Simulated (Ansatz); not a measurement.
Reaction (substitution at a C–C bond): `CC#[C][GeH3]` + `[CH3][Ge]([NH2])([OH])[Cl]` → `C[O][Ge]([CH3])([NH2])[Cl]` + `C#[C][GeH3]`

Computed with Ansatz on PBE0-D4/def2-TZVP structures; ΔE is electronic, products minus reactants. CCSD(T)/CBS adds triple-zeta CCSD(T) − MP2 to the extrapolated MP2 energy (def2 sets, frozen cores). DFT in def2-TZVPP. B3LYP here is the variant with VWN-RPA as its local correlation; programs differ in this. For Ge outer-core shells are correlated without core-valence functions, which leaves a few kJ/mol of doubt a bond. Scalar relativity is left out up to krypton. Each species was taken in one conformer, which may not be the lowest.

```csv
level,ΔE (kJ/mol),difference from CCSD(T)/CBS
PBE-D4,86.5,6.2
r2SCAN-D4,86.3,6.0
PBE0-D4,88.2,7.9
B3LYP-D4,79.6,-0.7
ωB97X-V,79.2,-1.1
ωB97M-V,81.0,0.7
B2PLYP,82.8,2.5
PBE,89.3,9.0
r2SCAN,87.3,7.0
PBE0,90.8,10.5
B3LYP,84.0,3.7
HF/def2-TZVPP,79.2,-1.1
MP2/def2-TZVPP,85.2,4.9
SCS-MP2/def2-TZVPP,80.0,-0.3
CCSD/def2-TZVPP,78.8,-1.5
CCSD(T)/def2-TZVPP,78.2,-2.1
HF/def2-QZVPP,79.0,-1.3
MP2/def2-QZVPP,86.3,6.0
SCS-MP2/def2-QZVPP,81.3,1.0
HF/CBS(def2),78.9,-1.4
MP2/CBS(def2),87.3,7.0
CCSD/CBS(def2),80.9,0.6
CCSD(T)/CBS,80.3,0
```

Largest T1 diagnostic among the species: 0.012.

The D4 term adds −4.3 kJ/mol with B3LYP and −2.6 kJ/mol with PBE0; it sums over pairs of atoms, weighted by their polarisabilities, and B3LYP, whose exchange is more repulsive, gets the larger term.
